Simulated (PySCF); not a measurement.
## Potential energy of RbI along the bond

Set-up: Rb def2-TZVPP with ECP28, I def2-TZVPP with ECP28; scalar-relativistic core potentials (PySCF 2.14). Energies in eV from Rb + I in their ground configurations at the same level. State: ¹Σ⁺ (singlet), closed shell.

All columns are M06-2X. A positive dipole means Rb(−)I(+).

```tsv
R (Å)	E (eV)	μ (D)	Mulliken charge on Rb (basis-dependent)	HOMO (eV)	LUMO (eV)	Mayer bond order	⟨S²⟩
2.781	-2.753	-9.88	0.76	-6.79	-1.20	0.47	0.00
2.911	-3.083	-10.47	0.76	-6.71	-1.29	0.46	0.00
3.040	-3.259	-11.06	0.76	-6.58	-1.37	0.46	0.00
3.137	-3.320	-11.51	0.76	-6.49	-1.43	0.46	0.00
3.234	-3.336	-11.97	0.76	-6.40	-1.49	0.46	0.00
3.331	-3.318	-12.43	0.76	-6.32	-1.55	0.46	0.00
3.460	-3.259	-13.06	0.75	-6.21	-1.63	0.46	0.00
3.622	-3.145	-13.86	0.75	-6.08	-1.73	0.46	0.00
3.816	-2.980	-14.85	0.76	-5.93	-1.85	0.46	0.00
4.075	-2.744	-16.20	0.76	-5.74	-2.00	0.44	0.00
```

A fit through these points gives, at Re = 3.227 Å, μ = -11.94 D and dμ/dR = -4.74 D/Å; the reduced mass is 50.87 u.

Problem. How strong is the fundamental in the double-harmonic approximation, I = 42.26·(dμ/dR)²/μred km/mol?

Solution. I = 42.26·(-4.74)²/50.87 = 18.7 km/mol at M06-2X.

Spin–orbit coupling is left out, which matters for elements this heavy, above all for dissociation energies.
